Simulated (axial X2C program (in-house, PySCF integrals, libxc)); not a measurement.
# Worked dissociation energy of PdSi⁺: PBE0, scalar-relativistic

Computed with an axial X2C code built on PySCF integrals. Spin-free means the one-electron spin-free X2C Hamiltonian. Basis: Pd dyall-v2z [10s10p7d2f], Si dyall-v2z [7s7p1d] (cores contracted in-house); Gaussian nuclei, density fitting, unrestricted open shells. Masses: Pd 105.903 u, Si 27.977 u.

Molecular state: M_S = 1/2, Λ = 0 (beyond evenly filled blocks: σα).

* E(Pd) (2M_S = 0, M_L = 0): -5044.992923 hartree
* E(Si+) (2M_S = 1, M_L = 0): -289.557612 hartree
* E(PdSi⁺) at Re: -5334.690526 hartree
* ωe: 454.4 cm⁻¹
* ωexe: 1.8 cm⁻¹

(1) Work out De and D0.

One determinant describes the state; a PBE0 search over occupations chose it and may have missed a lower one. Dissociation energies refer to the lowest single-determinant-based atoms at the same level and basis.

Each atomic determinant is the lowest at this level and need not be a pure term. Totals compare only within one Hamiltonian and basis.

## Answers

(1) De = -5044.992923 + (-289.557612) − (-5334.690526) = 0.13999 hartree = 3.809 eV. The zero-point energy is ωe/2 − ωexe/4 = 227 cm⁻¹ = 0.028 eV, so D0 = 3.781 eV.
